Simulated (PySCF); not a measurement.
Vertical excitations of a molecule C4H7Br from TDDFT-PBE/def2-SVPD (PySCF), as energy in eV (oscillator strength): 5.28 (0.001), 5.63 (0.003), 6.29 (0.040), 6.64 (0.041), 6.70 (0.040), 6.80 (0.001), 7.05 (0.000), 7.11 (0.004), 7.21 (0.019), 7.36 (0.005). Lowest triplet (TDA): 4.73 eV. Coordinates come from a r2SCAN-D4/def2-SVP optimisation. One conformer was computed; it need not be the lowest.

Q: Pick the molecule that these values belong to.
(A) C/C=C(\C)Br
(B) C=C(Br)CC
(C) C[C@H]1C[C@@H]1Br
(D) CC1(Br)CC1

A: D, CC1(Br)CC1
